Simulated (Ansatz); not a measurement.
Geometry optimisation, Ansatz 0.2.0, RKS PBE0-D4/STO-3G.

Input file:

```yaml
crystal:
  periodic: [false, false, false]
  atoms:
    - { symbol: C, position_ang: [-0.3291, -1.2395, -1.7044] }
    - { symbol: Si, position_ang: [0.0178, -0.5709, -0.0075] }
    - { symbol: C, position_ang: [1.8221, -0.3041, 0.1643] }
    - { symbol: C, position_ang: [-0.8595, 1.0275, 0.3329] }
    - { symbol: "N", position_ang: [-0.6954, 1.4769, 1.6845] }
    - { symbol: H, position_ang: [-0.0795, -0.4522, -2.4794] }
    - { symbol: H, position_ang: [0.1736, -2.131, -1.9153] }
    - { symbol: H, position_ang: [-1.4125, -1.3597, -1.83] }
    - { symbol: H, position_ang: [-0.4102, -1.5828, 1.0164] }
    - { symbol: H, position_ang: [2.1074, 0.0206, 1.2159] }
    - { symbol: H, position_ang: [2.3929, -1.2308, -0.0019] }
    - { symbol: H, position_ang: [2.2325, 0.4654, -0.5026] }
    - { symbol: H, position_ang: [-0.6658, 1.8185, -0.3844] }
    - { symbol: H, position_ang: [-2.0306, 0.8583, 0.2062] }
    - { symbol: H, position_ang: [-1.2149, 2.3349, 1.8611] }
    - { symbol: H, position_ang: [-1.0719, 0.8462, 2.3886] }
basis:
  gaussian: { orbitals: STO-3G }
hamiltonian:
  xc: pbe0
  dispersion: d4
relax:
  f_tol: 0.02
  max_steps: 40
scf:
  lower_state_search: "off"
```

Launched with:

```bash
$ ansatz run input.yaml --threads 1 --pin off --max-ram 2048MiB --backend cpu --events-out ev --progress --plain --runs-dir out
```

Where does it end, and by what steps?

The run converged. The force dipped under the threshold on the way, but the program's further checks kept it going. Limits of this set-up: minimal basis. After 6 steps the energy has fallen by 0.703 eV; H10 moved furthest, 0.14 Å.

```csv
step,energy less start (eV),largest force component (eV/Å),accepted
0,0.0000,5.241,yes
1,-0.6166,0.926,yes
2,-0.6862,0.422,yes
3,-0.7009,0.198,yes
4,-0.7021,0.035,yes
5,-0.7025,0.018,yes
6,-0.7027,0.016,yes
```

```xyz
16
Properties=species:S:1:pos:R:3
C -0.380 -1.199 -1.713
Si 0.031 -0.587 0.004
C 1.864 -0.290 0.186
C -0.914 1.006 0.345
N -0.642 1.482 1.754
H -0.080 -0.474 -2.476
H 0.132 -2.140 -1.931
H -1.455 -1.373 -1.826
H -0.395 -1.575 0.971
H 2.084 0.146 1.165
H 2.433 -1.220 0.093
H 2.230 0.404 -0.577
H -0.561 1.794 -0.337
H -1.992 0.870 0.133
H -1.241 2.345 1.876
H -1.138 0.788 2.378
```

The run took 16 s on 1 CPU thread of a shared host.
